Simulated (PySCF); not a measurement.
C8H12N (charge +1).
Atom-mapped SMILES: `[CH3:1][CH2:2][c:3]1[cH:4][cH:5][cH:6][cH:7][n+:8]1[CH3:9]` (hydrogens: H10, H11, H12 on C1; H13, H14 on C2; H15 on C4; H16 on C5; H17 on C6; H18 on C7; H19, H20, H21 on C9)

Computed with PBE0-D3(BJ)/def2-SVP geometry optimisation, gas phase in PySCF 2.14.0.

Problem. List the bond lengths, angles and torsions at this level.

Solution. 
```
                  bond  length (bohr)     order
                 C1–C2          2.869    single
                 C2–C3          2.829    single
                 C3–C4          2.633  aromatic
                 C4–C5          2.626  aromatic
                 C5–C6          2.634  aromatic
                 C6–C7          2.604  aromatic
                 C7–N8          2.555  aromatic
                 N8–C9          2.770    single
                 C3–N8          2.576  aromatic
C1–H10, C1–H11, C1–H12          2.077    single
        C2–H13, C2–H14          2.087    single
                C4–H15          2.058    single
                C5–H16          2.064    single
                C6–H17          2.061    single
                C7–H18          2.061    single
C9–H19, C9–H20, C9–H21          2.072    single
```

Bonds in one row agree within 0.02 bohr and their mean is given. Orders are formal, as drawn. A selection of angles:
```
   angle  degrees
C1–C2–C3    115.6
C2–C3–C4    123.2
C2–C3–N8    118.8
C4–C3–N8    118.1
C3–C4–C5    121.0
C4–C5–C6    119.3
C5–C6–C7    118.4
C6–C7–N8    121.6
C7–N8–C9    118.3
C3–N8–C7    121.7
C3–N8–C9    120.1
```

Dihedral angles: C1–C2–C3–C4 0° (synperiplanar).

The 9 heavy atoms lie in one plane (0.001 Å rms). C3 (substituted aromatic carbon) is planar (angles 123.2°, 118.8° and 118.1°, sum 360.0°, 0.00 Å off the plane of its three neighbours). C7 (aromatic CH next to a ring nitrogen) is planar (angles 122.3°, 121.6° and 116.2°, sum 360.0°, 0.00 Å off the plane of its three neighbours). Of the pairs four or more bonds apart, C1···H15 is among the closest relative to their van der Waals radii: 2.52 Å, 87 % of the sum of Bondi's values. The C–N distances run from 1.352 Å (C7–N8, aromatic) to 1.466 Å (N8–C9, drawn single), a spread of 0.114 Å. The 6 C–C bonds span 1.378 Å (C6–C7, aromatic) to 1.518 Å (C1–C2, drawn single), a spread of 0.140 Å. C4 (aromatic CH carbon) is planar (angles 121.0°, 120.4° and 118.6°, sum 360.0°, 0.00 Å off the plane of its three neighbours).

Point group: Cs (every atom within 0.08 Å of its image). No PBE0-D3(BJ)/def2-SVP frequencies stand behind this structure, so it isn't proved a minimum.

The run took about 3 min of CPU time (one thread, shared machine). These figures are those of the optimisation.

One conformer stands for the species.
